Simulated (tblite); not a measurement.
C4H5N2O2S (doublet state).
Bonds: C1–O2, O2–C3, C3–N4 (aromatic), N4–C5 (aromatic), C5–C6, C6–O7, C5–N8 (aromatic), N8–S9 (aromatic), C3–S9 (aromatic). Hydrogens: H10, H11 on C1; H12, H13 on C6; H14 on O7.
Bond orders are those of one Lewis drawing.

Computed with GFN2-xTB (tblite), gas phase: L-BFGS steps from a force-field or distance-geometry start until the largest atomic force falls under 0.01 eV/Å.

Step 27: E = -769.1716 eV
```
atom  x, y, z in Å  |  force x, y, z in eV/Å
C1     -2.7254   -0.8083   -0.9221    0.006  -0.009  -0.003
O2     -2.3213    0.4514   -0.7637   -0.016  -0.020  -0.017
C3     -1.1124    0.7497   -0.3599   -0.024  -0.016   0.005
N4     -0.1422   -0.0721   -0.0463   -0.005  -0.005  -0.019
C5      0.9440    0.6405    0.3065   -0.007   0.004   0.052
C6      2.1785   -0.0774    0.7436    0.003  -0.009   0.006
O7      2.1517   -1.4375    0.4168    0.038  -0.017  -0.012
N8      0.8685    1.9458    0.2985    0.006   0.009  -0.025
S9     -0.6199    2.4327   -0.1796    0.030   0.026   0.003
H10    -3.7291   -0.9134   -1.2817    0.042  -0.003   0.026
H11    -2.0588   -1.6270   -0.7264   -0.030   0.028  -0.010
H12     2.2806    0.0578    1.8343   -0.010  -0.003  -0.011
H13     3.0589    0.3690    0.2708   -0.026   0.011   0.002
H14     1.2263   -1.7115    0.3772   -0.008   0.003   0.003
```

Step 28: E = -769.1719 eV
```
atom  x, y, z in Å  |  force x, y, z in eV/Å
C1     -2.7283   -0.8068   -0.9214    0.003  -0.005  -0.007
O2     -2.3225    0.4520   -0.7642   -0.001  -0.013  -0.012
C3     -1.1131    0.7484   -0.3609   -0.014  -0.002   0.013
N4     -0.1437   -0.0733   -0.0441   -0.002  -0.001  -0.024
C5      0.9430    0.6397    0.3072   -0.016   0.000   0.048
C6      2.1793   -0.0765    0.7434   -0.002  -0.017   0.005
O7      2.1591   -1.4351    0.4101    0.000  -0.023  -0.017
N8      0.8673    1.9451    0.2971    0.022   0.005  -0.029
S9     -0.6197    2.4317   -0.1841    0.023   0.027   0.007
H10    -3.7316   -0.9087   -1.2809    0.017  -0.015   0.017
H11    -2.0624   -1.6262   -0.7295   -0.018   0.013  -0.004
H12     2.2783    0.0527    1.8350   -0.005   0.009  -0.007
H13     3.0585    0.3746    0.2732   -0.027   0.013   0.009
H14     1.2352   -1.7181    0.3870    0.021   0.011   0.001
```

Task: Estimate the geometry and energy of step 29. (The exact step hangs on the optimiser's Hessian estimate; all steps are aligned on step 28, rigid shifts and turns removed.)

Result: E = -769.1721 eV, largest force 0.038 eV/Å
```
atom  x, y, z in Å  |  force x, y, z in eV/Å
C1     -2.7287   -0.8062   -0.9210    0.000   0.003  -0.010
O2     -2.3231    0.4524   -0.7658    0.012   0.003  -0.004
C3     -1.1139    0.7481   -0.3618    0.001   0.017   0.017
N4     -0.1453   -0.0736   -0.0425   -0.001   0.004  -0.017
C5      0.9414    0.6394    0.3100   -0.017  -0.006   0.024
C6      2.1789   -0.0766    0.7438   -0.013  -0.017   0.003
O7      2.1618   -1.4346    0.4073    0.021  -0.009  -0.019
N8      0.8667    1.9448    0.2968    0.030  -0.004  -0.023
S9     -0.6187    2.4320   -0.1877    0.012   0.017   0.008
H10    -3.7317   -0.9076   -1.2788   -0.015  -0.023   0.004
H11    -2.0624   -1.6244   -0.7307   -0.001  -0.012   0.003
H12     2.2784    0.0495    1.8353   -0.001   0.013   0.003
H13     3.0563    0.3774    0.2734   -0.021   0.014   0.011
H14     1.2396   -1.7210    0.3896   -0.008   0.001  -0.001
```

The energy changes by -0.0002 eV. The first-order estimate −F·Δx gives -0.0003 eV and the mean of the old and new forces, exact on a quadratic surface, -0.0002 eV. The step makes an angle of 72° with the force vector and moves no atom by more than 0.006 Å.

The cost below is that of the whole relaxation. The run took 0.39 s on Arm Neoverse V2, one thread, no GPU, shared host with 96 logical CPUs at a one-minute load of 20.
